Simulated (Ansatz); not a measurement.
Born–Oppenheimer molecular dynamics of Cl2FH2O2Ta (8 atoms, charge 0, multiplicity 1). It starts from a relaxed structure.

Theory: RHF/def2-SVP (Ansatz 0.2.0).

```yaml
ensemble: NVT, Nosé–Hoover chain
time_step: 0.5 fs
steps_asked: 250
set_temperature: 300 K
thermostat: time constant 100 fs, chain length 3 (defaults)
seed: 235134
```

Frames 0.5 fs apart, positions in Å, forces in eV/Å.

Velocities at 105 fs (Å/ps):

```
Ta 1.10 0.87 -0.07
F 0.58 -2.19 -1.60
Cl -1.08 -1.90 1.31
O -1.38 2.40 -1.48
H 7.50 -15.41 -12.29
Cl -1.96 0.85 -1.57
O -5.69 -5.17 5.25
H 3.36 -17.74 4.60
```

```xyz
8
Properties=species:S:1:pos:R:3:forces:R:3 time_fs=105 energy_less_start_eV=0.132 T=222
Ta -0.138 -0.031 -0.002 -0.94 -1.12 -1.36
F 1.684 -0.137 0.002 1.58 -0.08 -0.36
Cl 0.113 0.072 2.354 -0.20 0.03 0.50
O -0.239 -0.276 -1.872 0.33 0.16 1.03
H -0.313 -0.548 -2.766 -0.02 -0.04 -0.21
Cl -1.164 1.983 -0.116 -0.59 1.19 0.09
O -1.217 -1.553 0.222 -0.23 -0.17 0.52
H -1.506 -1.937 1.043 0.07 0.03 -0.22
8
Properties=species:S:1:pos:R:3:forces:R:3 time_fs=105.5 energy_less_start_eV=0.130 T=226
Ta -0.137 -0.031 -0.002 -1.06 -1.24 -1.33
F 1.685 -0.138 0.001 1.57 -0.07 -0.36
Cl 0.112 0.071 2.354 -0.19 0.04 0.48
O -0.240 -0.275 -1.873 0.30 0.01 0.60
H -0.309 -0.556 -2.773 0.02 0.10 0.26
Cl -1.165 1.983 -0.117 -0.57 1.17 0.09
O -1.220 -1.555 0.225 -0.15 -0.07 0.50
H -1.504 -1.946 1.045 0.09 0.06 -0.25
8
Properties=species:S:1:pos:R:3:forces:R:3 time_fs=106 energy_less_start_eV=0.132 T=225
Ta -0.137 -0.030 -0.002 -1.17 -1.35 -1.31
F 1.685 -0.139 0.000 1.55 -0.07 -0.35
Cl 0.112 0.070 2.355 -0.19 0.04 0.46
O -0.241 -0.274 -1.873 0.28 -0.13 0.21
H -0.305 -0.564 -2.779 0.04 0.23 0.67
Cl -1.166 1.984 -0.117 -0.55 1.15 0.10
O -1.223 -1.558 0.228 -0.06 0.04 0.46
H -1.502 -1.954 1.046 0.09 0.08 -0.25
8
Properties=species:S:1:pos:R:3:forces:R:3 time_fs=106.5 energy_less_start_eV=0.135 T=222
Ta -0.136 -0.030 -0.002 -1.26 -1.45 -1.28
F 1.686 -0.140 -0.001 1.53 -0.06 -0.35
Cl 0.111 0.069 2.356 -0.18 0.04 0.44
O -0.241 -0.273 -1.874 0.26 -0.24 -0.07
H -0.301 -0.571 -2.783 0.06 0.34 0.98
Cl -1.167 1.984 -0.118 -0.53 1.12 0.10
O -1.226 -1.561 0.230 0.05 0.17 0.37
H -1.500 -1.963 1.047 0.08 0.08 -0.21
8
Properties=species:S:1:pos:R:3:forces:R:3 time_fs=107 energy_less_start_eV=0.138 T=220
Ta -0.136 -0.029 -0.002 -1.35 -1.55 -1.24
F 1.687 -0.141 -0.002 1.50 -0.05 -0.35
Cl 0.111 0.068 2.356 -0.17 0.05 0.42
O -0.242 -0.271 -1.874 0.26 -0.31 -0.21
H -0.297 -0.577 -2.785 0.06 0.40 1.15
Cl -1.169 1.985 -0.119 -0.51 1.10 0.11
O -1.228 -1.563 0.233 0.16 0.31 0.27
H -1.498 -1.971 1.048 0.07 0.07 -0.15
8
Properties=species:S:1:pos:R:3:forces:R:3 time_fs=107.5 energy_less_start_eV=0.138 T=221
Ta -0.135 -0.029 -0.002 -1.42 -1.65 -1.20
F 1.688 -0.143 -0.003 1.45 -0.05 -0.34
Cl 0.110 0.067 2.357 -0.17 0.05 0.40
O -0.242 -0.270 -1.875 0.26 -0.34 -0.20
H -0.293 -0.582 -2.784 0.05 0.42 1.16
Cl -1.170 1.986 -0.120 -0.49 1.07 0.11
O -1.231 -1.566 0.236 0.27 0.45 0.14
H -1.495 -1.979 1.048 0.04 0.04 -0.06
8
Properties=species:S:1:pos:R:3:forces:R:3 time_fs=108 energy_less_start_eV=0.135 T=226
Ta -0.135 -0.029 -0.002 -1.49 -1.74 -1.16
F 1.690 -0.144 -0.004 1.40 -0.04 -0.34
Cl 0.109 0.066 2.358 -0.16 0.06 0.37
O -0.243 -0.269 -1.875 0.28 -0.31 -0.04
H -0.289 -0.586 -2.780 0.04 0.38 1.02
Cl -1.171 1.987 -0.121 -0.47 1.03 0.12
O -1.234 -1.568 0.239 0.38 0.60 0.00
H -1.493 -1.988 1.048 0.02 0.01 0.03
8
Properties=species:S:1:pos:R:3:forces:R:3 time_fs=108.5 energy_less_start_eV=0.131 T=232
Ta -0.134 -0.029 -0.003 -1.54 -1.82 -1.11
F 1.691 -0.145 -0.005 1.34 -0.03 -0.34
Cl 0.109 0.065 2.359 -0.15 0.06 0.35
O -0.243 -0.268 -1.876 0.30 -0.23 0.26
H -0.285 -0.590 -2.774 0.02 0.29 0.74
Cl -1.172 1.988 -0.121 -0.45 1.00 0.12
O -1.237 -1.571 0.242 0.49 0.74 -0.12
H -1.490 -1.996 1.048 0.00 -0.01 0.11
8
Properties=species:S:1:pos:R:3:forces:R:3 time_fs=109 energy_less_start_eV=0.128 T=237
Ta -0.134 -0.028 -0.003 -1.58 -1.90 -1.06
F 1.693 -0.146 -0.006 1.27 -0.02 -0.33
Cl 0.108 0.064 2.360 -0.15 0.06 0.32
O -0.243 -0.267 -1.877 0.32 -0.10 0.67
H -0.280 -0.593 -2.766 0.00 0.15 0.35
Cl -1.173 1.988 -0.122 -0.42 0.96 0.12
O -1.240 -1.573 0.245 0.58 0.87 -0.23
H -1.487 -2.004 1.048 -0.02 -0.03 0.17
8
Properties=species:S:1:pos:R:3:forces:R:3 time_fs=109.5 energy_less_start_eV=0.128 T=238
Ta -0.134 -0.028 -0.003 -1.62 -1.96 -1.01
F 1.695 -0.147 -0.007 1.20 -0.01 -0.33
Cl 0.107 0.064 2.361 -0.14 0.07 0.29
O -0.244 -0.266 -1.877 0.34 0.05 1.13
H -0.276 -0.595 -2.757 -0.02 -0.01 -0.11
Cl -1.175 1.990 -0.123 -0.40 0.92 0.13
O -1.242 -1.575 0.248 0.66 0.98 -0.31
H -1.484 -2.012 1.048 -0.02 -0.04 0.20
8
Properties=species:S:1:pos:R:3:forces:R:3 time_fs=110 energy_less_start_eV=0.132 T=234
Ta -0.133 -0.028 -0.003 -1.64 -2.02 -0.95
F 1.697 -0.148 -0.008 1.12 0.00 -0.33
Cl 0.107 0.063 2.362 -0.13 0.07 0.27
O -0.244 -0.265 -1.877 0.35 0.21 1.59
H -0.271 -0.597 -2.749 -0.04 -0.18 -0.56
Cl -1.176 1.991 -0.124 -0.37 0.88 0.13
O -1.245 -1.577 0.251 0.73 1.06 -0.35
H -1.482 -2.021 1.050 -0.01 -0.02 0.20
8
Properties=species:S:1:pos:R:3:forces:R:3 time_fs=110.5 energy_less_start_eV=0.138 T=228
Ta -0.133 -0.028 -0.003 -1.66 -2.08 -0.89
F 1.699 -0.150 -0.010 1.04 0.01 -0.32
Cl 0.106 0.062 2.363 -0.12 0.08 0.24
O -0.244 -0.264 -1.878 0.36 0.34 1.94
H -0.267 -0.600 -2.741 -0.05 -0.32 -0.92
Cl -1.177 1.992 -0.124 -0.35 0.84 0.13
O -1.248 -1.579 0.254 0.78 1.12 -0.35
H -1.479 -2.029 1.051 0.00 0.01 0.16
```

Of the whole run (125 fs, mean temperature of the second half 196 K): The conserved energy stayed within 0.082 meV per atom of its start (net change 0.017 meV per atom), so the integration is sound. The mean temperature of the second half is 35 % below the set value. A run of 0.12 ps of so small a system gives no equilibrium averages.

Time of the run: 8.8 min on 2 threads of Arm Neoverse V1, on a shared host, peak memory 0.28 GiB.
